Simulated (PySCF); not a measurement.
## F⁻ (fluorine, charge -1) across methods

[Ne], closed-shell 1S. Computed with PySCF 2.14 in aug-cc-pVTZ-DK (5s4p3d2f, 46 functions), with the spin-free X2C one-electron Hamiltonian (Gaussian nucleus). The B2PLYP total includes its PT2 part (frozen core); its orbital energies are those of the SCF part.

```tsv
method	E (hartree)	mean ε 1s (eV)	mean ε 2s (eV)	mean ε 2p (eV)	Σ⟨r²⟩ (bohr²)	⟨S²⟩
CAM-B3LYP	-99.9610	-662.40	-21.471	-1.798	17.49	0.000
r2SCAN	-99.9330	-655.05	-18.139	1.342	17.40	0.000
B2PLYP	-99.9307	-678.49	-23.473	-1.945	16.81	0.000
LDA	-99.3417	-644.53	-16.526	1.375	18.05	0.000
B3LYP	-99.9839	-660.48	-19.385	0.059	17.54	0.000
M06-L	-99.9468	-655.04	-18.464	1.658	16.94	0.000
UHF	-99.53713	-703.66	-29.369	-4.914	15.99	0.000
PBE0	-99.8788	-662.65	-20.012	-0.121	17.27	0.000
PBE	-99.8880	-649.05	-16.744	1.579	18.07	0.000
```

The highest occupied level is positive at r2SCAN, LDA, B3LYP, M06-L, PBE: only the finite basis holds that electron, which in a density functional comes from self-interaction.
